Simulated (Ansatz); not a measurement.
Basis-set extrapolation for `N[Si](N)(Cl)Cl` (PBE0-D4/def2-TZVP geometry, frozen core, the Gaussian-basis code of Ansatz). Multiplicity 1, RHF reference.

|  | def2-TZVPP | def2-QZVPP |
| --- | --- | --- |
| HF | -1319.442975 | -1319.483445 |
| MP2 correlation | -0.920969 | -1.002205 |
| CCSD(T) correlation | -1.007866 | not run |

Energies in hartree. Use E(X) = E(∞) + A·exp(−7.88·√X) for Hartree–Fock and E(X) = E(∞) + B·X^(−2.97) for correlation, with X = 3 and 4, and add CCSD(T) minus MP2 of the smaller set to the MP2 limit.

**Question.** What is the CCSD(T) energy at the basis-set limit?

**Answer.** HF limit: -1319.483445 + (-0.040470) × 0.13774 = -1319.48902. MP2 limit: -1.002205 + (-0.081236) × 0.74074 = -1.06238. Higher-order term: -1.007866 − (-0.920969) = -0.08690. Total: -1320.63830 hartree, 492.2 kJ/mol below CCSD(T)/def2-TZVPP.
